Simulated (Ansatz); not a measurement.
Start from `F[Si](F)(Cl)I` and change one atom or group to get `C#C[Si](F)(F)Cl`.

Ansatz, PBE0-D4/def2-TZVP geometries, multiplicity 1. 

Elements past krypton have def2 core potentials.

```tsv
property	`F[Si](F)(Cl)I`
ideal-gas entropy at 298 K and 1 bar (rigid rotor, harmonic PBE0-D4/def2-TZVP) / J/(mol·K)	350
size of the dipole moment (B3LYP/def2-TZVPP) / D	1.06
LUMO energy (PBE/def2-TZVPP) / eV	-1.89
size of the dipole moment (PBE/def2-TZVPP) / D	0.99
HOMO energy (PBE0/def2-TZVPP) / eV	-8.45
HOMO–LUMO gap (PBE/def2-TZVPP) / eV	5.36
```

(1) Give the same properties after the change, and the shifts. (Estimate.)

## Answers

(1) The calculation gave: 
```csv
property,`C#C[Si](F)(F)Cl`,shift
"ideal-gas entropy at 298 K and 1 bar (rigid rotor, harmonic PBE0-D4/def2-TZVP) / J/(mol·K)",348,-2
size of the dipole moment (B3LYP/def2-TZVPP) / D,2.28,1.22
LUMO energy (PBE/def2-TZVPP) / eV,-1.83,0.06
size of the dipole moment (PBE/def2-TZVPP) / D,2.17,1.18
HOMO energy (PBE0/def2-TZVPP) / eV,-9.12,-0.67
HOMO–LUMO gap (PBE/def2-TZVPP) / eV,6.00,0.64
```

With PBE0 the HOMO falls by 0.67 eV and the LUMO rises by 0.10 eV, so the gap widens by about 0.77 eV. PBE moves the HOMO by -0.59 eV and ωB97M-V by -0.79 eV. The zero-point energy changes by 48.7 kJ/mol with +6 modes. Dipoles are sizes alone; their direction can turn.

B3LYP here is the variant with VWN-RPA as its local correlation; programs differ in this.

Spin–orbit coupling is left out; it splits and shifts lone-pair levels of the heavy atoms by tenths of an eV.
